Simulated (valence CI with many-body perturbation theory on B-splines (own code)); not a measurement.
**Eu XLVIII: magnetic and hyperfine properties of the levels**

Computed by relativistic CI+MBPT: six valence electrons over a frozen Dirac-Fock core [Ne], a basis of 9 s, 9 p, 8 d, 6 f, 3 g, 1 h functions for each j, with the one-electron correlation potential Σ1 (screened to all orders), the two-electron term Σ2, the three-electron term Σ3, Breit, model QED; selected single and double excitations, second order for the rest, scaled by the run's own slope (own B-spline code, finite nucleus).

No measured spectrum was set against this ion. As an estimate, large intervals hold to a few tenths of a per cent, small ones and those within an open d or f shell to about a per cent. Among the levels kept, up to 1100 cm⁻¹ of a level comes from second order outside the variational space, and about a tenth of that is noise between levels of different J, which matters for small intervals.

A/g_I is the dipole constant over the nuclear g factor μ/I (μ in nuclear magnetons, uniformly magnetised nucleus), B/Q the quadrupole constant per barn. Both hold the static response of the core; the bare values leave it out. Large factors of s and p1/2 electrons are usually good to 5 to 10 %; those of open d and f shells near neutrality can be off by tens of per cent, and small factors of p3/2, d and f electrons come from cancelling terms and can be off by a factor of two or in sign, in half-filled shells by more. B is blank for J = 1/2, where it vanishes, and for nearly pure S terms. Energies count from the lowest level. Levels with J = 0 are left out.

Levels are named by their leading jj configuration (3d3/2^4 stands for four electrons in 3d with j = 3/2), which in mixed levels can hold well under half, so a name can repeat and another be missing. Letters in brackets count levels of one name in rising energy.

```tsv
Level	E (× 10³ cm⁻¹)	g	A/g_I (MHz)	A/g_I bare	B/Q (MHz/b)	B/Q bare
(3s^2 3p1/2^2 3p3/2^2) J=2	0.00	1.341	117000	117000	25500	25100
(3s^2 3p1/2 3p3/2^3) J=1	1286.7	1.493	-66600	-62600	-114000	-112000
(3s^2 3p1/2 3p3/2^3) J=2	1352.3	1.141	305000	300000	-254000	-250000
(3s^2 3p1/2^2 3p3/2 3d3/2) J=2	1534.8	1.047	90000	90500	-1690	-1500
(3s^2 3p1/2^2 3p3/2 3d3/2) J=1	1583.3	1.140	76400	77700	-94000	-93400
(3s^2 3p1/2^2 3p3/2 3d3/2) J=3	1591.0	1.117	85400	86400	219000	217000
(3s^2 3p1/2^2 3p3/2 3d5/2) J=4	1866.1	1.265	56900	58100	233000	232000
(3s^2 3p1/2^2 3p3/2 3d5/2) J=2	1886.5	1.266	64600	65800	-146000	-144000
(3s^2 3p1/2^2 3p3/2 3d5/2) J=3	2030.4	1.179	54000	55000	20000	21400
(3s^2 3p1/2^2 3p3/2 3d5/2) J=1	2097.0	1.043	-47900	-44400	27300	27500
(3s 3p1/2^2 3p3/2^3) J=2	2455.7	1.463	626000	615000	-209000	-206000
(3s 3p1/2^2 3p3/2^3) J=1	2592.8	1.179	-350000	-339000	-70300	-69200
(3s^2 3p1/2 3p3/2^2 3d3/2) J=2 [a]	2762.6	1.025	175000	174000	-134000	-132000
(3s^2 3p1/2 3p3/2^2 3d3/2) J=1 [a]	2774.1	0.959	198000	195000	-39000	-38900
(3s^2 3p1/2 3p3/2^2 3d3/2) J=3 [a]	2814.3	1.089	172000	171000	-16500	-15800
(3s^2 3p1/2 3p3/2^2 3d3/2) J=4	2875.7	1.053	189000	187000	36600	37800
(3s^2 3p1/2 3p3/2^2 3d3/2) J=2 [b]	2955.8	0.840	238000	235000	129000	129000
(3s^2 3p1/2 3p3/2^2 3d3/2) J=3 [b]	3044.6	1.322	13900	16700	52000	51000
(3s^2 3p1/2 3p3/2^2 3d5/2) J=4 [a]	3071.6	1.288	-3830	-1330	101000	102000
(3s^2 3p1/2 3p3/2^2 3d5/2) J=3 [a]	3078.2	1.173	-1680	492	15800	17600
(3s^2 3p1/2 3p3/2^2 3d3/2) J=2 [c]	3091.9	1.262	180000	178000	3060	2070
(3s^2 3p1/2 3p3/2^2 3d3/2) J=1 [b]	3111.1	1.385	140000	139000	71700	70700
(3s^2 3p1/2^2 3d3/2^2) J=2	3130.1	0.737	60200	61600	3020	3200
(3s^2 3p1/2 3p3/2^2 3d5/2) J=4 [b]	3152.3	1.178	155000	154000	773	1900
(3s^2 3p1/2 3p3/2^2 3d5/2) J=1 [a]	3158.3	1.138	410000	404000	-13900	-13400
(3s^2 3p1/2 3p3/2^2 3d5/2) J=5	3175.5	1.191	146000	145000	50800	52300
(3s^2 3p1/2 3p3/2^2 3d3/2) J=1 [c]	3211.9	0.904	-154000	-147000	-19900	-18800
(3s^2 3p1/2 3p3/2^2 3d5/2) J=2 [a]	3292.6	1.265	-90400	-85800	195000	193000
(3s^2 3p1/2 3p3/2^2 3d5/2) J=3 [b]	3340.1	1.122	168000	167000	228000	226000
(3s^2 3p1/2 3p3/2^2 3d5/2) J=2 [b]	3361.5	1.086	128000	127000	35200	35500
(3s^2 3p1/2 3p3/2^2 3d5/2) J=1 [b]	3393.4	1.221	-132000	-126000	2230	2030
(3s^2 3p1/2 3p3/2^2 3d5/2) J=3 [c]	3415.2	1.069	186000	183000	-168000	-164000
(3s^2 3p1/2 3p3/2^2 3d5/2) J=2 [c]	3458.3	1.222	53100	54100	-179000	-177000
(3s^2 3p1/2^2 3d3/2 3d5/2) J=3	3471.5	1.089	46100	47700	6030	6640
```

(1) Take the isotope of mass number 153, with I = 5/2, μ = 1.5294 μN and Q = 2.41 b. What is the hyperfine structure of (3s^2 3p1/2^2 3p3/2 3d3/2) J=2?

## Answers

(1) From the table A = 55100 MHz, B = -4070 MHz. Shifts from the centre of gravity in MHz: F = 1/2: -389000, F = 3/2: -304000, F = 5/2: -164000, F = 7/2: 29300, F = 9/2: 274000.
